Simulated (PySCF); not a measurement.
Structure problem from calculated spectra and properties.

Formula: C3HF4PS.

| Quantity | Value |
| --- | --- |
| UV, first state | lowest singlet excitation: 4.55 eV (272 nm, f = 0.001) [TDDFT B3LYP/def2-SVPD] |
| Polarisability | 84.9 au [B3LYP/def2-SVPD] |
| 1H NMR | chemical shifts (computed TMS as zero) by class: 8.09 (1 H) ppm [GIAO PBE0/pcSseg-1] |
| Triplet | lowest triplet excitation (Tamm–Dancoff): 4.10 eV [TDA B3LYP/def2-SVPD] |
| NMR, other nuclei | isotropic shieldings of nuclei other than C and H, by class: 242 (3 F), 249 (1 F), 392 (1 P), 677 (1 S) ppm [GIAO PBE0/pcSseg-1] |
| Rotational structure | rotational constants A, B, C: 1.702, 0.733, 0.594 GHz [GFN2-xTB] |
| 13C NMR | chemical shifts (computed TMS as zero) by class: 186.9 (1 C), 127.8 (1 C), 126.1 (1 C) ppm [GIAO PBE0/pcSseg-1] |
| Dipole | 2.35 D [B3LYP/def2-SVPD] |
| UV, strongest line | among the 8 lowest singlet transitions: S5 at 5.29 eV (234 nm, f = 0.071) [TDDFT B3LYP/def2-SVPD] |

Electronic properties: PySCF, gas phase, density fitting. Levels stand in brackets. Isolated species at its GFN2-xTB geometry, gas phase. NMR values are class means; diastereotopic atoms form classes of their own.

Q: Propose a structure and show how it fits.

A: Numbering: `[F:1][C:2]1=[C:3]([C:4]([F:5])([F:6])[F:7])[P@@H:8]1=[S:9]`. 3 carbons fall into 3 classes; from least to most shielded: vinylic C–F carbon [C2] (186.9 ppm), CF3 carbon [C4] (127.8 ppm), fully substituted alkene carbon [C3] (126.1 ppm). The one hydrogen (8.09 ppm): P–H hydrogen. The other shieldings belong to: 242 ppm, fluorine of a CF3 group [F5/F6/F7]; 249 ppm, vinyl fluorine [F1]; 392 ppm, phosphorus bonded to 2 C, S and H [P8]; 677 ppm, sulfur bonded to P [S9]. S1 is mainly HOMO→LUMO (weight 0.95); the largest Löwdin shares of the orbital it empties are 0.65 on the sulfur bonded to P, 0.18 on the phosphorus bonded to 2 C, S and H, 0.08 on the vinylic C–F carbon and 0.04 on the fully substituted alkene carbon, of the orbital it fills 0.34 on the vinylic C–F carbon, 0.31 on the fully substituted alkene carbon, 0.09 on the vinyl fluorine and 0.07 on the phosphorus bonded to 2 C, S and H. The optimised geometry has point group C1 and is an asymmetric top. Structure: `FC1=C(C(F)(F)F)[P@@H]1=S`. The assignments are read from this structure; whether some other isomer fits the data as well wasn't checked. The mirror image fits equally.

Shape of the structure used: `[F:1][C:2]1=[C:3]([C:4]([F:5])([F:6])[F:7])[P@@H:8]1=[S:9]`: C2–C3–C4–F5 4°.
